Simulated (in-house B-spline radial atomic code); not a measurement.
Configurations of Mg⁵⁺, with energies counted from [He] 2s2 2p3. Computed with a B-spline radial code for spherical atoms: scalar-relativistic (X2C) B3LYP, spin-polarised, spherical fractional occupations, exact exchange averaged over the configuration, Fermi nucleus of rms radius 3.057 fm. Shells without spins written out take the highest spin.

| configuration | E - E(ref) (eV) | highest orbital | its <r> (bohr) |
| --- | --- | --- | --- |
| [He] 2s2 2p2 3d1 | 128.8 | 3d up | 1.575 |
| [He] 2s1 2p3 3p1 | 134.38 | 3p up | 1.662 |
| [He] 2s1 2p3 3d1 | 143.86 | 3d up | 1.566 |

Q: Order these further configurations by energy, lowest first.
A. [He] 2s1 2p4
B. [He] 2s2 2p2 3s1
C. [He] 2s1 2p3 3s1

A: A (30.8 eV), B (111.16 eV), C (126.46 eV).
